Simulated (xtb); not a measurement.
CF3O3S (SMILES O=S(=O)([O-])C(F)(F)F), charge -1, singlet, from a rough starting geometry; GFN2-xTB in xtb.

Here is a job for xtb.
```
$ xtb mol.xyz --gfn 2 --chrg -1 --opt vtight --json

# file mol.xyz
8

O      1.52067233    -0.32252137     1.16864620
S      1.00510257    -0.00115617    -0.13059728
O      1.31811194     1.29011880    -0.63483744
O      1.09753101    -1.14904995    -1.11019516
C     -0.87327421     0.07863868     0.14774491
F     -1.14726358     0.94576366     0.98398890
F     -1.32410712    -1.12706570     0.61359993
F     -1.56076740     0.25008543    -0.91750932
```

Output, abridged:

```
   ID    Z sym.   atoms
    1    8 O      1, 3, 4
    2   16 S      2
    3    6 C      5
    4    9 F      6-8

           -------------------------------------------------
          |                Calculation Setup                |
           -------------------------------------------------

           -------------------------------------------------
          |                 G F N 2 - x T B                 |
           -------------------------------------------------

          ...................................................
          :                      SETUP                      :
          :.................................................:
          :  # basis functions                  38          :
          :  # atomic orbitals                  37          :
          :  # shells                           17          :
          :  # electrons                        50          :
          :  max. iterations                   250          :
          :  Hamiltonian                  GFN2-xTB          :
          :  restarted?                      false          :
          :  GBSA solvation                  false          :
          :  PC potential                    false          :
          :  electronic temp.          300.0000000     K    :
          :  accuracy                    1.0000000          :
          :  -> integral cutoff          0.2500000E+02      :
          :  -> integral neglect         0.1000000E-07      :
          :  -> SCF convergence          0.1000000E-05 Eh   :
          :  -> wf. convergence          0.1000000E-03 e    :
          :  Broyden damping             0.4000000          :
          :  net charge                         -1          :
          :  unpaired electrons                  0          :
          ...................................................

 iter      E             dE          RMSdq      gap      omega  full diag
   1    -32.0441463 -0.320441E+02  0.868E+00    7.42       0.0  T
   2    -32.1400464 -0.959002E-01  0.607E+00    7.85       1.0  T
   3    -32.1499014 -0.985498E-02  0.303E+00    7.82       1.0  T
   4    -32.1528448 -0.294334E-02  0.632E-01    7.70       1.0  T
   5    -32.1531346 -0.289824E-03  0.368E-01    7.73       1.0  T
   6    -32.1532514 -0.116786E-03  0.113E-01    7.74       1.0  T
   7    -32.1532657 -0.143006E-04  0.443E-02    7.73       1.0  T
   8    -32.1532681 -0.244305E-05  0.695E-03    7.72       5.1  T
[...]
         :: total energy             -32.036491464388 Eh    ::
 * total energy  :   -32.0364915 Eh     change       -0.5186962E-12 Eh
 * total energy  :   -32.0497850 Eh     change       -0.1329351E-01 Eh
 * total energy  :   -32.0540329 Eh     change       -0.4247913E-02 Eh
 * total energy  :   -32.0543733 Eh     change       -0.3404155E-03 Eh
 * total energy  :   -32.0544301 Eh     change       -0.5682663E-04 Eh
 * total energy  :   -32.0544556 Eh     change       -0.2548706E-04 Eh
 * total energy  :   -32.0544595 Eh     change       -0.3866691E-05 Eh
 * total energy  :   -32.0544605 Eh     change       -0.1047755E-05 Eh
 * total energy  :   -32.0544610 Eh     change       -0.4303532E-06 Eh
 * total energy  :   -32.0544611 Eh     change       -0.1570204E-06 Eh
 * total energy  :   -32.0544612 Eh     change       -0.5242255E-07 Eh
   *** GEOMETRY OPTIMIZATION CONVERGED AFTER 11 ITERATIONS ***
         :: total energy             -32.054461171321 Eh    ::
[...]
     3   8 O        0.860    -0.633    26.950     6.960
     4   8 O        0.860    -0.633    26.949     6.960
     5   6 C        3.313     0.364    19.334     7.014
     6   9 F        0.798    -0.216    11.402     3.989
     7   9 F        0.798    -0.216    11.402     3.989
     8   9 F        0.798    -0.216    11.402     3.989

 Mol. C6AA /au·bohr⁶  :       1587.324288
 Mol. C8AA /au·bohr⁸  :      41693.699807
 Mol. α(0) /au        :         56.820674

Wiberg/Mayer (AO) data.
largest (>0.10) Wiberg bond orders for each atom

 ---------------------------------------------------------------------------
     #   Z sym  total        # sym  WBO       # sym  WBO       # sym  WBO
 ---------------------------------------------------------------------------
     1   8 O    1.829 --     2 S    1.514     4 O    0.113     3 O    0.113
     2  16 S    5.238 --     4 O    1.514     1 O    1.514     3 O    1.514
                             5 C    0.644
     3   8 O    1.829 --     2 S    1.514     4 O    0.113     1 O    0.113
     4   8 O    1.829 --     2 S    1.514     1 O    0.113     3 O    0.113
     5   6 C    3.713 --     6 F    0.950     8 F    0.950     7 F    0.950
                             2 S    0.644
     6   9 F    1.068 --     5 C    0.950
     7   9 F    1.068 --     5 C    0.950
     8   9 F    1.068 --     5 C    0.950
 ---------------------------------------------------------------------------

Topologies differ in total number of bonds
Writing topology from bond orders to xtbtopo.mol

molecular dipole:
                 x           y           z       tot (Debye)
 q only:       -1.374       0.061       0.194
   full:       -1.559       0.068       0.224       4.007
molecular quadrupole (traceless):
                xx          xy          yy          xz          yz          zz
 q only:       -2.225       0.146       1.145       0.488      -0.021       1.080
  q+dip:       -0.805       0.064       0.406       0.127      -0.008       0.398
   full:       -0.831       0.065       0.420       0.134      -0.008       0.411

optimized geometry written to: xtbopt.xyz

           -------------------------------------------------
          | TOTAL ENERGY              -32.054461171321 Eh   |
          | GRADIENT NORM               0.000085032884 Eh/α |
          | HOMO-LUMO GAP               8.214175669373 eV   |
           -------------------------------------------------

normal termination of xtb
```
